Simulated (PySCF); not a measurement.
Compound: H7NPSi2 (charge -1).
Bonds: Si1–N2, N2–Si3, Si3–P4. Hydrogens: H5, H6, H7 on Si1; H8, H9 on Si3; H10, H11 on P4.

Level: PBE0/pcSseg-1 in PySCF, non-relativistic, on one gas-phase PBE0-D3(BJ)/def2-SVP geometry that isn't relaxed in the solvent. The solvent is an IEF-PCM continuum (van der Waals radii × 1.2). The model holds no explicit solvent molecules, cavitation or dispersion.

Gas phase at PBE0/pcSseg-1: HOMO -1.69 eV, LUMO 4.78 eV.

**Question.** What does the continuum do to the energy and the frontier levels at PBE0/pcSseg-1 in benzene?

**Answer.** 
```json
{"solvent": "benzene", "ε": "2.271", "E(solvent) − E(gas) (kcal/mol)": "-26.00", "polarisation term (kcal/mol)": "-26.16", "distortion of the solute (kcal/mol)": "0.16", "HOMO (eV)": "-3.95", "LUMO (eV)": "2.74"}
```

Polarisation term: ½ Σ q·V over the induced surface charges. Distortion: the rise of the solute's own energy as its density leaves the gas-phase optimum.

**Question.** Which radius a makes Born's formula ΔE = −(q²/2a)(1 − 1/ε) give the value in benzene?

**Answer.** a = q²(1 − 1/ε)/(2|ΔE|) = 3.57 Å, with q = -1 e and |ΔE| = 0.0414 Eh; the farthest nucleus lies 3.23 Å from the centroid of the nuclei. The formula assumes a point charge at the centre of a sphere.

**Question.** Which Mulliken charges (PBE0/pcSseg-1) respond most in benzene (means over atoms taken as equivalent)?

**Answer.** 
| atoms | environment | gas (e) | solvent (e) | change |
| --- | --- | --- | --- | --- |
| N2 | nitrogen bonded to 2 Si | -0.844 | -0.871 | -0.027 |
| H10/H11 | P–H hydrogen | +0.020 | +0.035 | +0.015 |
| Si3 | SiH2 silicon | +0.585 | +0.573 | -0.012 |
| P4 | three-coordinate phosphorus | -0.388 | -0.400 | -0.012 |
| Si1 | SiH3 silicon | +0.606 | +0.595 | -0.011 |
| H8/H9 | Si–H hydrogen | -0.181 | -0.174 | +0.007 |

**Question.** Which Mayer bond orders change most in benzene?

**Answer.** 
| bond | length (Å) | gas | solvent | change |
| --- | --- | --- | --- | --- |
| N2–Si3 | 1.645 | 1.434 | 1.416 | -0.018 |
| Si3–P4 | 2.328 | 0.810 | 0.823 | +0.013 |
| Si1–N2 | 1.658 | 1.331 | 1.323 | -0.008 |
| Si1–H7 | 1.520 | 0.861 | 0.867 | +0.006 |
| Si1–H5 | 1.528 | 0.842 | 0.847 | +0.005 |
| Si3–H8 | 1.517 | 0.859 | 0.863 | +0.004 |
| Si3–H9 | 1.525 | 0.836 | 0.840 | +0.004 |
| Si1–H6 | 1.527 | 0.848 | 0.851 | +0.003 |

The values belong to the conformer `[SiH3:1][N-:2][SiH2:3][PH2:4]`: Si1–N2–Si3–P4 -44°, H–P4–Si3–N2 -43°, H–P4–Si3–N2 50°.
